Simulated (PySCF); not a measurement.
Cards and structures have been mixed up. Pair them.

Structures:
1. `OCC=S`
2. `CC[Si@@H](F)N(C)CC1CC1`
3. `F[C]F` [triplet]
4. `[SiH3]O/C=C/Cl`
5. `[H][Sb]([H])[I]`
6. `[OH][Cu]<-[AsH3]`

Card P (geometry PBE0-D3(BJ)/def2-SVP):
- Rotational constants A, B, C: 32.837, 2.616, 2.544 GHz
- Point group: C1
- Dipole moment (PBE0-D3(BJ)/def2-SVP): 1.19 D

Card Q (geometry PBE0-D3(BJ)/def2-SVP):
* Rotational constants A, B, C: 85.377, 1.538, 1.534 GHz
* Static isotropic polarisability (B3LYP/def2-SVPD): 63.1 au
* HOMO energy (B3LYP/def2-SVPD): -6.09 eV
* Lowest triplet excitation (Tamm–Dancoff) (TDA B3LYP/def2-SVPD): 3.85 eV
* Core binding energies (ΔSCF SCAN, pcX-2 on the ionised atom (unc-x2c-TZVPall on a metal), pcseg-1 elsewhere, spin-free X2C, 2p3/2 from a spin–orbit splitting computed afterwards within the 2p shell): O1s 535.7, Cu2p3/2 938.0 eV
* Lowest singlet excitation (TDDFT B3LYP/def2-SVPD): 3.97 eV (312 nm, f = 0.001)

Card R (geometry PBE0-D3(BJ)/def2-SVP):
- Rotational constants A, B, C: 22.864, 0.961, 0.932 GHz
- Static isotropic polarisability (B3LYP/def2-SVPD): 73.4 au
- 13C chemical shifts (computed TMS as zero) by class (GIAO KT2/pcSseg-2): 146.3 (1 C), 110.5 (1 C) ppm
- Lowest singlet excitation (TDDFT B3LYP/def2-SVPD): 5.14 eV (241 nm, f = 0.000)
- Strongest line among the 10 lowest singlet transitions (TDDFT B3LYP/def2-SVPD): S2 at 5.98 eV (207 nm, f = 0.375)

Card S (geometry PBE0-D3(BJ)/def2-SVP):
* Rotational constants A, B, C: 129.655, 10.388, 9.618 GHz
* Point group: C2v
* Largest isotropic hyperfine couplings (means over sets of like nuclei) (unrestricted B3LYP/IGLO-III): 13C +628.1, 19F +292.8 (×2) MHz
* Isotropic g value (unrestricted B3LYP/IGLO-III, mean-field spin–orbit): 2.00271

Card T (geometry PBE0-D3(BJ)/def2-SVP):
- Rotational constants A, B, C: 86.030, 1.069, 1.069 GHz
- Static isotropic polarisability (B3LYP/def2-SVPD): 82.8 au
- Lowest triplet excitation (Tamm–Dancoff) (TDA B3LYP/def2-SVPD): 3.08 eV
- Dipole moment (B3LYP/def2-SVPD): 2.12 D
- HOMO energy (B3LYP/def2-SVPD): -6.95 eV
- Strongest line among the 10 lowest singlet transitions (TDDFT B3LYP/def2-SVPD): S10 at 6.73 eV (184 nm, f = 0.390)

Card U (geometry PBE0-D3(BJ)/def2-SVP):
* Rotational constants A, B, C: 1.899, 0.567, 0.488 GHz
* HOMO energy (PBE0/pcSseg-1): -6.63 eV
* Point group: C1
* 13C chemical shifts (computed TMS as zero) by class (GIAO PBE0/pcSseg-1): 56.1 (1 C), 38.1 (1 C), 12.0 (1 C), 9.0 (1 C), 8.1 (1 C), 7.9 (1 C), 0.3 (1 C) ppm
* Isotropic shieldings of nuclei other than C and H, by class (GIAO PBE0/pcSseg-1): 204 (1 N), 337 (1 F), 348 (1 Si) ppm
* Dipole moment (PBE0/pcSseg-1): 2.20 D

Species are written as SMILES; each is one conformer at its optimised geometry, gas phase (atoms past krypton carry core potentials, spin–orbit coupling is left out). Electronic properties by PySCF. Metal 2p energies of this one-determinant scheme are less reliable than its 1s energies. Hyperfine couplings of like nuclei are means over topologically equivalent atoms, whose single values can differ widely in one geometry. NMR classes are plain means over equivalent atoms (diastereotopic ones count apart unless rotation or inversion swaps them), as if these changed places fast.

Q: Which card belongs to which structure?

A: P = 1, Q = 6, R = 4, S = 3, T = 5, U = 2. What ties each card to its structure:
- 1 (card P), C2H4OS, monoisotopic mass 76.0 u, 4 heavy atoms: an asymmetric top with C = 2.544 GHz; dipole 1.19 D.
- 2 (card U), C7H16FNSi, monoisotopic mass 161.1 u, 10 heavy atoms: 7 C in 7 classes; the least shielded carbon (56.1 ppm) is an sp3 carbon bound to nitrogen; an asymmetric top with C = 0.488 GHz, the lowest such constant on the cards; dipole 2.20 D.
- 3 (card S), CF2, monoisotopic mass 50.0 u, 3 heavy atoms: point group C2v; an asymmetric top with C = 9.618 GHz, the highest such constant on the cards; an open shell with its largest isotropic coupling to 13C.
- 4 (card R), C2H5ClOSi, monoisotopic mass 108.0 u, 5 heavy atoms: 2 C in 2 classes; the least shielded carbon (146.3 ppm) is a vinylic carbon bearing oxygen; an asymmetric top with C = 0.932 GHz; polarisability 73.4 au for 56 electrons.
- 5 (card T), H2ISb, monoisotopic mass 249.8 u, 2 heavy atoms: an asymmetric top with C = 1.069 GHz; polarisability 82.8 au for 106 electrons, the largest shown; dipole 2.12 D.
- 6 (card Q), AsCuH4O, monoisotopic mass 157.9 u, 3 heavy atoms: core lines of Cu and O; a nearly prolate symmetric top with C = 1.534 GHz; polarisability 63.1 au for 74 electrons, the smallest shown.
